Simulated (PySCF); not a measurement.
Pb(SiH3)2, H6PbSi2, SMILES [SiH3][Pb][SiH3] (PBE0/def2-SVP optimised geometry):

```
9

Pb     1.677    -1.279     0.000
Si     1.434     0.853    -1.697
H      1.134     2.049    -0.836
H      0.309     0.723    -2.681
H      2.678     1.170    -2.471
Si    -1.059    -1.279     0.000
H     -1.485    -1.953    -1.275
H     -1.668     0.092     0.000
H     -1.677    -2.049     1.130
```

Method: PBE0/def2-TZVP, def2 effective core potentials past Kr run with PySCF.

Problem. What are the frontier orbital energies and the dipole moment?

Solution. HOMO-2 -9.32 eV, HOMO-1 -6.74 eV, HOMO -6.44 eV, LUMO -3.22 eV, LUMO+1 -0.39 eV; dipole moment 2.14 D.

On the same geometry PySCF with PBE/def2-TZVP, def2 effective core potentials past Kr gives HOMO-2 -8.00 eV, HOMO-1 -5.82 eV, HOMO -5.58 eV, LUMO -3.96 eV, LUMO+1 -1.05 eV; dipole moment 2.14 D.
